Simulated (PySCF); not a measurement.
C3H9NSi, SMILES [SiH3][C@H]1CCN1. Atoms are numbered in the order given.

```xyz
14

Si     1.7453     0.2956     0.2565
C      0.0842    -0.3616    -0.3705
C     -0.9532    -0.9008     0.6442
C     -1.9772    -0.0427    -0.1158
N     -0.8702     0.7151    -0.7014
H      2.3814     1.1495    -0.7945
H      1.5235     1.1152     1.4858
H      2.6852    -0.8250     0.5847
H      0.2309    -1.0965    -1.1898
H     -1.1134    -1.9869     0.6674
H     -0.7799    -0.5401     1.6689
H     -2.6893     0.5529     0.4802
H     -2.5545    -0.6449    -0.8456
H     -0.9494     0.9628    -1.6847
```
Charge 0, spin multiplicity 1.

Geometry optimised at PBE0-D3(BJ)/def2-SVP. The structure was generated by enumeration; whether it is a known compound was not checked.

All values below come from SMD-M06-2X/6-31G* (PySCF).

Solvation free energies are E(SMD) − E(gas) at the gas-phase geometry, for 1 M in both phases. In vacuum the dipole moment is 1.81 D.

Question: Estimate the solvation free energies in water, chloroform, cyclohexanone. (Estimate from the structure and the level; the computed values follow.)

Answer: 
```tsv
solvent	ΔG(solv) (kcal/mol)	its non-electrostatic (CDS) part	dipole (D)
water	-1.8	2.0	2.43
chloroform	-4.1	-1.5	2.21
cyclohexanone	-3.4	0.0	2.36
```
